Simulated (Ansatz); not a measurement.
Geometry optimisation, Ansatz 0.2.0, RKS PBE/def2-SVP.

Input file:

```yaml
crystal:
  periodic: [false, false, false]
  atoms:
    - { symbol: Ge, position_ang: [0.0, 0.0, 0.0] }
    - { symbol: H, position_ang: [0.9237, 0.0, 1.4863] }
    - { symbol: O, position_ang: [1.9022, 0.0, 0.5126] }
    - { symbol: H, position_ang: [2.2186, -0.9521, 0.3959] }
    - { symbol: C, position_ang: [-0.9232, 1.5994, -0.6527] }
    - { symbol: H, position_ang: [-1.9758, 1.3458, -0.8971] }
    - { symbol: H, position_ang: [-0.9048, 2.384, 0.1322] }
    - { symbol: H, position_ang: [-0.4128, 1.976, -1.5636] }
    - { symbol: C, position_ang: [-0.9232, -1.5994, -0.6527] }
    - { symbol: H, position_ang: [-1.4228, -2.1111, 0.1962] }
    - { symbol: H, position_ang: [-1.6833, -1.3066, -1.4068] }
    - { symbol: H, position_ang: [-0.1873, -2.288, -1.1178] }
basis:
  gaussian: { orbitals: def2-SVP }
hamiltonian:
  xc: pbe
relax:
  f_tol: 0.15
  max_steps: 25
  restrain:
    - { distance: [1, 2], at: 1.01, k: 30.0 }
    - { distance: [0, 1], at: 2.75, k: 30.0 }
    - { distance: [0, 2], at: 2.97, k: 30.0 }
output:
  orbitals: {}
```

Command:

```bash
$ ansatz run input.yaml --threads 4 --pin off --max-ram 5120MiB --backend cpu --events-out ev --progress --plain --runs-dir out
```

Question: Where does it end, and by what steps?

Answer: The forces met the threshold. The restraints hold the end off the free minimum. After 13 steps the energy has fallen by 1.764 eV (the restraints' own energy left out); Ge1 moved furthest, 1.01 Å. Parted: Ge1–O3 (1.97 → 2.96 Å). Joined: H2–O3 (1.38 → 0.99 Å).

```json
{"step": "0", "energy less start (eV)": "0.0000", "largest force component (eV/Å)": "3.928", "accepted": "yes"}
{"step": "1", "energy less start (eV)": "0.7315", "largest force component (eV/Å)": "6.232", "accepted": "yes"}
{"step": "2", "energy less start (eV)": "1.5305", "largest force component (eV/Å)": "7.535", "accepted": "yes"}
{"step": "3", "energy less start (eV)": "1.1403", "largest force component (eV/Å)": "7.491", "accepted": "yes"}
{"step": "4", "energy less start (eV)": "-0.2065", "largest force component (eV/Å)": "4.599", "accepted": "yes"}
{"step": "5", "energy less start (eV)": "-0.9532", "largest force component (eV/Å)": "1.978", "accepted": "yes"}
{"step": "6", "energy less start (eV)": "-1.3730", "largest force component (eV/Å)": "0.985", "accepted": "yes"}
{"step": "7", "energy less start (eV)": "-1.5710", "largest force component (eV/Å)": "0.551", "accepted": "yes"}
{"step": "8", "energy less start (eV)": "-1.6440", "largest force component (eV/Å)": "0.517", "accepted": "yes"}
{"step": "9", "energy less start (eV)": "-1.7153", "largest force component (eV/Å)": "0.726", "accepted": "yes"}
{"step": "10", "energy less start (eV)": "-1.7551", "largest force component (eV/Å)": "0.627", "accepted": "yes"}
{"step": "11", "energy less start (eV)": "-1.7571", "largest force component (eV/Å)": "0.618", "accepted": "yes"}
{"step": "12", "energy less start (eV)": "-1.7503", "largest force component (eV/Å)": "0.988", "accepted": "no"}
{"step": "13", "energy less start (eV)": "-1.7642", "largest force component (eV/Å)": "0.595", "accepted": "yes"}
```

```xyz
12
Properties=species:S:1:pos:R:3
Ge -0.804 0.014 0.617
H 1.770 0.122 1.579
O 2.151 -0.137 0.699
H 2.157 -1.113 0.771
C -1.054 1.520 -0.689
H -2.155 1.588 -0.860
H -0.713 2.497 -0.294
H -0.581 1.324 -1.674
C -1.029 -1.478 -0.724
H -1.303 -2.442 -0.247
H -1.775 -1.228 -1.508
H -0.051 -1.621 -1.238
```

Time of the run: 14 s on 4 threads of Intel(R) Xeon(R) Platinum 8488C (Sapphire Rapids) (shared host), peak memory 0.18 GiB.
